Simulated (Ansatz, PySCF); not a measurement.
This PySCF input computes a r2SCAN/def2-TZVPD energy:

```python
from pyscf import gto, scf, dft

mol = gto.M(
    atom='''
    B    -0.10110091   -0.34405066    0.07549871
    Cl   -0.21370832    1.30627628   -0.35360861
    O     1.27695401   -0.83425941    0.35362597
    O    -0.96023132   -1.32636774    0.22713630
    H     2.06640974   -0.26731197    0.29900710
    H    -1.90357212   -1.17156394    0.08236521
    H     1.44192691   -1.76255037    0.60638234
    ''',
    basis='def2-tzvpd',
    charge=1,
    spin=0,
    verbose=4,
)

mf = dft.RKS(mol, xc='r2scan').density_fit(auxbasis='def2-universal-jkfit')
mf.grids.level = 4
mf.conv_tol = 1e-9
mf.max_cycle = 100
mf.max_memory = 1500
mf.kernel()
if not mf.converged:
    mf = mf.newton()
    mf.kernel(mf.make_rdm1())
mf.analyze()
```

Q: Write an input for the same energy in Ansatz (a first-principles code) and say what it gives.

A: 
Ansatz 0.2 input:
```yaml
crystal:
  periodic: [false, false, false]
  atoms:
    - {symbol: B, position_ang: [-0.10110091, -0.34405066, 0.07549871]}
    - {symbol: Cl, position_ang: [-0.21370832, 1.30627628, -0.35360861]}
    - {symbol: O, position_ang: [1.27695401, -0.83425941, 0.35362597]}
    - {symbol: O, position_ang: [-0.96023132, -1.32636774, 0.22713630]}
    - {symbol: H, position_ang: [2.06640974, -0.26731197, 0.29900710]}
    - {symbol: H, position_ang: [-1.90357212, -1.17156394, 0.08236521]}
    - {symbol: H, position_ang: [1.44192691, -1.76255037, 0.60638234]}
basis:
  gaussian:
    orbitals: def2-TZVPD
hamiltonian:
  xc: {name: r2SCAN}
total_charge: 1
output: {forces: true}
```
It gives -637.11227 Eh, and PySCF -637.11233 Eh, a difference of 0.06 mEh, from the treatment of integrals and grids.

It need not be the lowest isomer of its formula.
